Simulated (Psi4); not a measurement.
Intermolecular potential of H4Si ··· F4Si (SMILES [SiH4] and F[Si](F)(F)F). Monomers: optimised at B3LYP-D3(BJ) (def2-TZVP), held rigid. Orientation: lowest of the rigid-body minima from ten starts at GFN2-xTB. Only R, the distance of the centres of mass, is varied, so the lowest point isn't the relaxed dimer.

Methods: PBE/def2-TZVP, counterpoise-corrected (Psi4); PBE-D3(BJ)/def2-TZVP, counterpoise-corrected (Psi4); SAPT0/jun-cc-pVDZ, frozen core (Psi4).

Interaction energies in kJ/mol; the last columns give the difference from SAPT0:

```tsv
R / Å	PBE/def2-TZVP	PBE-D3(BJ)/def2-TZVP	SAPT0/jun-cc-pVDZ	PBE/def2-TZVP − SAPT0/jun-cc-pVDZ	PBE-D3(BJ)/def2-TZVP − SAPT0/jun-cc-pVDZ
3.39	19.76	11.77	23.89	-4.13	-12.12
3.54	11.09	3.73	13.78	-2.69	-10.05
3.78	3.81	-2.49	5.18	-1.37	-7.68
3.95	1.38	-4.17	2.27	-0.89	-6.44
4.15	-0.03	-4.72	0.56	-0.59	-5.28
4.37	-0.64	-4.46	-0.21	-0.42	-4.24
4.67	-0.77	-3.59	-0.49	-0.27	-3.09
4.91	-0.65	-2.84	-0.49	-0.17	-2.35
5.43	-0.31	-1.56	-0.33	0.02	-1.23
6.12	-0.07	-0.68	-0.17	0.10	-0.51
7.11	0.00	-0.24	-0.07	0.07	-0.17
8.41	0.00	-0.08	-0.02	0.03	-0.06
```

PBE/def2-TZVP is furthest from SAPT0/jun-cc-pVDZ at 3.39 (-4.13 kJ/mol, below); its mean absolute difference over the points is 0.90 kJ/mol.

PBE-D3(BJ)/def2-TZVP is furthest from SAPT0/jun-cc-pVDZ at 3.39 (-12.12 kJ/mol, below); its mean absolute difference over the points is 4.44 kJ/mol.
